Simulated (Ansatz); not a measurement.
The first iterations of a band of C$_{4}$H$_{10}$AlF (16 atoms, charge 0, multiplicity 1).

Level of theory: Ansatz 0.2.0, RKS PBE-D4/def2-SVP.

```
movable images  : 5
climbing image  : yes
spring          : 5.0 eV/Å²
optimiser       : quadratic models (default)
start path      : through a guess of the saddle point
force threshold : 0.05 eV/Å
iteration limit : 60
end points      : relaxed
```

Image 0:

```xyz
16
Properties=species:S:1:pos:R:3
C -1.021 -1.895 -1.563
Al -0.029 -1.404 0.064
C 0.039 0.478 0.714
C 1.369 0.843 1.401
C -0.379 1.502 -0.321
F -0.500 2.780 0.239
H -1.177 -2.988 -1.669
H -2.015 -1.400 -1.610
H -0.468 -1.555 -2.468
H 0.737 -2.505 0.949
H -0.762 0.472 1.499
H 1.639 0.120 2.197
H 1.316 1.851 1.861
H 2.212 0.862 0.675
H 0.375 1.574 -1.142
H -1.360 1.244 -0.782
```

Image 6:

```xyz
16
Properties=species:S:1:pos:R:3
C -0.137 -2.522 -0.818
Al -0.942 -0.731 -0.748
C -0.197 0.634 0.498
C 1.295 0.438 0.822
C -0.524 2.061 0.108
F -0.166 2.963 1.119
H -0.829 -3.296 -1.208
H 0.748 -2.511 -1.494
H 0.237 -2.857 0.173
H -2.218 -0.355 -1.653
H -0.785 0.419 1.429
H 1.517 -0.590 1.174
H 1.625 1.144 1.612
H 1.934 0.625 -0.068
H 0.030 2.364 -0.812
H -1.613 2.192 -0.090
```

| iteration | highest image above the first end (eV) | largest band force component (eV/Å) |
| --- | --- | --- |
| 1 | 17.373 | 42.933 |
| 2 | 6.566 | 12.290 |
| 3 | 3.028 | 5.952 |
| 4 | 1.279 | 3.472 |
| 5 | 0.595 | 2.423 |

Task: Does the band converge within its limit, and where does its top end?

Result: The forces met the threshold. It ended after 15 iterations with the highest image 0.032 eV above the first end. A vibrational analysis at the climbing image gives no mode beyond 40i cm⁻¹: the surface is too flat there to confirm a saddle point.

The run took 4.7 min on 2 threads of Intel(R) Xeon(R) Platinum 8375C CPU @ 2.90GHz (Ice Lake) (shared host), peak memory 0.2 GiB.
